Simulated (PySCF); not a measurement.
# Structure from 2D NMR

Compound of formula C7H13FO2. Correlations simulated from computed shifts and the bond graph:

HSQC (one-bond C–H):
```csv
δH,δC
5.25,84.6
3.94,66.4
3.71,56.2
1.98,15.2
1.28,15.7
```

COSY cross peaks (H two or three bonds apart, from the bond graph; peaks can be absent where the dihedral angle is near 90°):
```csv
δH,δH
3.94,1.28
```

HMBC (two and three bonds, from the bond graph):
```csv
δH,δC
5.25,"164.0, 108.5, 15.2"
3.94,"164.0, 15.7"
3.71,164.0
1.98,"164.0, 108.5, 84.6"
1.28,66.4
```

Carbons without hydrogens: δ 164.0, 108.5.

Equivalent nuclei averaged, single conformer, in vacuum, relativity neglected. σ from GIAO-PBE0/pcSseg-1; geometry: GFN2-xTB; PySCF.

Referencing at the same level of theory: ¹H (σ = 31.72 ppm), ¹³C (σ = 186.93 ppm) against TMS.

Exchangeable hydrogens are left out of these lists.

Which molecule is this?

## Answers

`CCO/C(OC)=C(/C)CF`.

Numbering as in the mapped SMILES `[CH3:1][CH2:2][O:3]/[C:4]([O:5][CH3:6])=[C:7](/[CH3:8])[CH2:9][F:10]` (H(Xn): hydrogen on atom n).

1. δC 164.0 is C4, an alkene carbon bearing oxygen.
2. δC 108.5 is C7, a β carbon of an enol-ether or enamine type C=C.
3. δC 84.6 is C9, an allylic sp3 CH2 bonded to F (δH 5.25).
4. δC 66.4 is C2, an sp3 CH2 bonded to O (δH 3.94).
5. δC 56.2 is C6, a methyl carbon bonded to O (δH 3.71).
6. δC 15.7 is C1, a methyl carbon (δH 1.28).
7. δC 15.2 is C8, an allylic methyl carbon (δH 1.98).
8. HMBC from δH 5.25 reaches the proton-free carbons C4, C7.
9. HMBC from δH 3.94 reaches the proton-free carbon C4.
10. HMBC from δH 3.71 reaches the proton-free carbon C4.
11. HMBC from δH 1.98 reaches the proton-free carbons C4, C7.
12. COSY links 3.94–1.28.

The shifts were computed for this structure.

Shifts are as computed. Against solution values, carbons near 30 ppm lie about +3 ppm off and those near 130 ppm about +5 ppm. Of 1309 compounds with measured shifts, 239 miss one by over three times the rms of a fit or turn the order of signals round; such compounds aren't used in these exercises.
